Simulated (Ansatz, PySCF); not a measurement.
System: GaO$_{3}$ (charge 0, doublet). It need not be the lowest isomer of its formula. SMILES: [O]1[O][Ga]1[O]
Geometry: optimised at B3LYP-D3(BJ)/def2-TZVP (Ansatz, a first-principles code).

Property: vertical ionisation energy (to the triplet state of charge +1; each state is the SCF solution reached for its spin), in eV. Correlated levels leave the core frozen unless marked. UHF or UKS for open shells. Spin-orbit coupling is left out. The frozen core is the preceding noble-gas configuration, with the filled d and f shells of earlier blocks. Non-relativistic. CBS marks a two-point X^-3 extrapolation of the correlation energy; Hartree-Fock from the larger set. The program attaches cautions to a run behind SVWN5/def2-TZVPD: asymmetric forces.

```tsv
level	program	vertical ionisation energy (eV)
HF/aug-cc-pVDZ	Ansatz	8.22
HF/aug-cc-pVTZ	Ansatz	8.14
HF/aug-cc-pVQZ	Ansatz	8.14
SVWN5/def2-TZVPD	Ansatz	10.43
PBE/def2-TZVPD	Ansatz	10.08
r2SCAN/def2-TZVPD	Ansatz	10.04
B3LYP/def2-TZVPD	Ansatz	10.27
PBE0/def2-TZVPD	Ansatz	10.09
BHLYP/def2-TZVPD	Ansatz	9.83
CAM-B3LYP/def2-TZVPD	Ansatz	10.30
wB97M-V/def2-TZVPD	Ansatz	10.20
wB97X-V/def2-TZVPD	Ansatz	10.15
B2PLYP/def2-TZVPD	Ansatz	10.37
MP2/aug-cc-pVDZ	Ansatz	10.54
RI-MP2/aug-cc-pVTZ	Ansatz	10.64
RI-MP2/aug-cc-pVQZ	Ansatz	10.71
RI-MP2/CBS(aug-cc-pVTZ,aug-cc-pVQZ)	Ansatz	10.76
SCS-MP2/aug-cc-pVDZ	Ansatz	10.36
CCSD/aug-cc-pVDZ	Ansatz	9.96
CCSD(T)/aug-cc-pVDZ	Ansatz	10.13
```

For comparison, minus the highest occupied orbital energy (PySCF): 7.18 eV at TPSSh/def2-TZVPD, 6.53 eV at PBE/def2-TZVPD, 9.61 eV at M06-2X/def2-TZVPD.
